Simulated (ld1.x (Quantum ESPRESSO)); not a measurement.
**As (Z = 33): one change to a TM potential, before and after**

```
Element                 : As (Z = 33)
Generator               : ld1.x (Quantum ESPRESSO) 7.5
Type                    : norm-conserving Troullier–Martins (Kleinman–Bylander form)
Functional              : PBE
Relativity              : fully relativistic
Frozen core             : [Ar] 3d10
Valence charge          : 5
Reference configuration : 4s2 4p0 (charge +3)
Partial waves           : 4p (bound, empty): rc 1.45 bohr; 4d channel at -0.05 Ry: rc 1.35 bohr; 4s (bound): rc 1.50 bohr
Local potential         : the s channel
Core correction         : none
```

Open shells are filled in proportion to 2j + 1 (rel_dist='average').

All-electron outer shells of the reference configuration (PBE, scalar-relativistic, ld1.x):

```tsv
shell	level (eV)	outermost node (bohr)	outermost maximum (bohr)
4s	-44.43	0.73	1.53
4p	-32.87	0.77	1.74
```

Change: core correction a·sin(br)/r model core inside 0.72 bohr.

Cutoffs: the cutoffs (Ry, on a coarse ladder) from which the occupation-weighted sum of valence levels, in a spherical-Bessel basis at the reference potential, stays within 10 and 1 mRy of its value at 400 Ry; they do not see the model core or the augmentation charge, which bear on the density cutoff. Errors are all-electron minus pseudo energies relative to the spin-unpolarised reference configuration.

How do hardness, ghosts and transferability respond?

The potential gets neither clearly harder nor softer (35 Ry and 50 Ry → 35 Ry and 50 Ry); both files keep a bound ghost (d, p); of the 7 tests that both files solve, the error grows in 0 and shrinks in 4 by more than 15 % and 0.3 meV (median size 94.4 → 63.3 meV). Exchange and correlation are not linear in the density, so unscreening with the valence charge alone errs where core and valence overlap; a model core restores that term. A model core, the more so a compact one, raises the density cutoff, which this test does not measure.

```csv
quantity,base,changed
"cutoff, loose",35 Ry,35 Ry
"cutoff, tight",50 Ry,50 Ry
bound ghosts,"p3/2, p1/2, d5/2, d3/2","p3/2, p1/2, d5/2, d3/2"
"error for 4s2 4p3, meV [ΔE -54.78 eV]",+101,-95
"error for 4s2 4p2, meV [ΔE -45.63 eV]",+73,-63
"error for 4s2 4p1, meV [ΔE -27.71 eV]",+33,-22
"error for 4s1 4p3, meV [ΔE -35.53 eV]",+94,-36
"error for 4s1 4p4, meV [ΔE -45.37 eV]",+122,-63
"error for 4s2 4p2.5, meV [ΔE -51.23 eV]",+88,-82
"error for 4s1 4p0, meV [ΔE 50.65 eV]",+159,-80
s: phases at 1.64 bohr within 0.05 rad from the reference energy up to (Ry; the scan ends near 5),3.9,3.9
p1/2: phases at 1.64 bohr within 0.05 rad from the reference energy up to (Ry; the scan ends near 5),4.8,4.8
p3/2: phases at 1.64 bohr within 0.05 rad from the reference energy up to (Ry; the scan ends near 5),to the end of the scan,to the end of the scan
d3/2: phases at 1.64 bohr within 0.05 rad from the reference energy up to (Ry; the scan ends near 5),to the end of the scan,to the end of the scan
d5/2: phases at 1.64 bohr within 0.05 rad from the reference energy up to (Ry; the scan ends near 5),to the end of the scan,to the end of the scan
```

 A true bound ghost makes a file unfit for plane-wave use even where its test errors are small: the radial tests pick states by their node count and pass the ghost by.
